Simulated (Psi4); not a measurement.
Cl₂Sc (SMILES [Cl][Sc+][Cl]), charge +1, singlet, at a GFN2-xTB geometry (such geometries of metal compounds can be far from the true shape) (the multiplicity is a formal guess).

Psi4 was given this input:
```
memory 2 GB

molecule {
1 1
  Sc    0.40621830   -0.00029416    0.42871085
  Cl    1.19503248    0.37581167   -1.63460469
  Cl   -1.69683156   -0.37544829    1.10502071
}

set basis sto-3g

energy('cam-b3lyp')
print_variables()
```

Task: Predict the nuclear repulsion energy from CAM-B3LYP/STO-3G (Psi4).

Result: 206.3451 Eh

Task: Predict the number of basis functions from CAM-B3LYP/STO-3G.

Result: 36

Task: Predict the total energy from CAM-B3LYP/STO-3G.

Result: -1663.2907 Eh
